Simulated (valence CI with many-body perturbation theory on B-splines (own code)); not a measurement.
## Level structure of Pm56+

Computed by valence CI with perturbative core correlation (CI+MBPT): three valence electrons over a frozen Dirac-Fock core [He], a basis of 11 s, 11 p, 10 d, 8 f, 5 g, 2 h functions for each j, with the one-electron correlation potential Σ1 (screened to all orders), the two-electron term Σ2, the three-electron term Σ3, Breit, model QED; selected single and double excitations, second order for the rest, scaled by the run's own slope (own B-spline code, finite nucleus).

No measured spectrum was set against this ion. As an estimate, large intervals hold to a few tenths of a per cent, small ones and those within an open d or f shell to about a per cent.

Levels 136 to 165 of 165, with energies above the lowest level, (2s^2 2p1/2) J=1/2. "Leading %" is the weight of the configuration and term that name the level; weights of strongly mixed levels are sums over their largest components and can fall short. In the jj column 3d3/2^4 stands for four electrons in 3d with j = 3/2.

| No. | Configuration | Term | J | E (Ry) | Leading % | Leading jj | Second component |
| --- | --- | --- | --- | --- | --- | --- | --- |
| 136 | 2s²4f | ²F° | 7/2 | 687.88 | 98 | 2s^2 4f7/2 (98 %) |  |
| 137 | 2s2p4p | ⁴D | 3/2 | 688.85 | 42 | 2s 2p1/2 4p1/2 (99 %) | 31 % 2s2p4p ²D |
| 138 | 2s2p4p | ⁴P | 1/2 | 689.49 | 43 | 2s 2p1/2 4p1/2 (99 %) | 20 % 2s2p4p ²S |
| 139 | 2s2p4p | ⁴P | 3/2 | 692.70 | 30 | 2s 2p1/2 4p3/2 (100 %) | 26 % 2s2p4p ⁴D |
| 140 | 2s2p4d | ⁴F° | 3/2 | 693.90 | 59 | 2s 2p1/2 4d3/2 (100 %) | 14 % 2s2p4d ²D° |
| 141 | 2s2p4p | ²P | 1/2 | 694.64 | 46 | 2s 2p1/2 4p3/2 (98 %) | 18 % 2s2p4p ²S |
| 142 | 2s2p4p | ⁴D | 5/2 | 694.66 | 43 | 2s 2p1/2 4p3/2 (99 %) | 38 % 2s2p4p ²D |
| 143 | 2s2p4p | ²D | 3/2 | 694.73 | 41 | 2s 2p1/2 4p3/2 (100 %) | 22 % 2s2p4p ²P |
| 144 | 2s2p4d | ⁴F° | 5/2 | 695.56 | 52 | 2s 2p1/2 4d5/2 (66 %) | 27 % 2s2p4d ⁴D° |
| 145 | 2s2p4d | ²F° | 5/2 | 695.88 | 38 | 2s 2p1/2 4d3/2 (65 %) | 27 % 2s2p4d ²D° |
| 146 | 2s2p4d | ²P° | 3/2 | 696.10 | 25 | 2s 2p1/2 4d3/2 (98 %) | 22 % 2s2p4d ²D° |
| 147 | 2s2p4d | ⁴D° | 1/2 | 696.18 | 55 | 2s 2p1/2 4d3/2 (99 %) | 38 % 2s2p4d ²P° |
| 148 | 2s2p4f | ⁴G | 5/2 | 696.32 | 45 | 2s 2p1/2 4f5/2 (100 %) | 19 % 2s2p4f ⁴F |
| 149 | 2s2p4f | ⁴F | 7/2 | 697.08 | 26 | 2s 2p1/2 4f7/2 (100 %) | 24 % 2s2p4f ⁴D |
| 150 | 2s2p4d | ²F° | 7/2 | 697.56 | 38 | 2s 2p1/2 4d5/2 (99 %) | 37 % 2s2p4d ⁴F° |
| 151 | 2s2p4d | ²F° | 5/2 | 697.78 | 42 | 2s 2p1/2 4d5/2 (98 %) | 24 % 2s2p4d ⁴P° |
| 152 | 2s2p4d | ²P° | 3/2 | 697.81 | 38 | 2s 2p1/2 4d5/2 (98 %) | 33 % 2s2p4d ²D° |
| 153 | 2s2p4f | ²G | 7/2 | 698.28 | 37 | 2s 2p1/2 4f5/2 (99 %) | 33 % 2s2p4f ⁴G |
| 154 | 2s2p4f | ⁴F | 3/2 | 698.33 | 49 | 2s 2p1/2 4f5/2 (99 %) | 39 % 2s2p4f ²D |
| 155 | 2s2p4f | ⁴G | 5/2 | 698.33 | 31 | 2s 2p1/2 4f5/2 (99 %) | 25 % 2s2p4f ²F |
| 156 | 2s2p4f | ²G | 9/2 | 699.03 | 39 | 2s 2p1/2 4f7/2 (100 %) | 34 % 2s2p4f ⁴G |
| 157 | 2s2p4f | ⁴D | 7/2 | 699.10 | 32 | 2s 2p1/2 4f7/2 (99 %) | 30 % 2s2p4f ²G |
| 158 | 2s2p4f | ²D | 5/2 | 699.10 | 38 | 2s 2p1/2 4f7/2 (99 %) | 29 % 2s2p4f ²F |
| 159 | 2p²4s | ⁴P | 1/2 | 702.74 | 46 | 2p1/2^2 4s (97 %) | 29 % 2p²4s ²S |
| 160 | 2p²4p | ²P° | 1/2 | 704.34 | 45 | 2p1/2^2 4p1/2 (98 %) | 38 % 2p²4p ⁴D° |
| 161 | 2p²4p | ²P° | 3/2 | 710.12 | 34 | 2p1/2^2 4p3/2 (98 %) | 20 % 2p²4p ⁴D° |
| 162 | 2p²4d | ²D | 3/2 | 711.21 | 41 | 2p1/2^2 4d3/2 (98 %) | 32 % 2p²4d ⁴F |
| 163 | 2p²4d | ²D | 5/2 | 713.07 | 35 | 2p1/2^2 4d5/2 (98 %) | 18 % 2p²4d ⁴D |
| 164 | 2p²4f | ²F° | 5/2 | 713.53 | 40 | 2p1/2^2 4f5/2 (98 %) | 30 % 2p²4f ⁴G° |
| 165 | 2p²4f | ²F° | 7/2 | 714.31 | 36 | 2p1/2^2 4f7/2 (98 %) | 17 % 2p²4f ²G° |
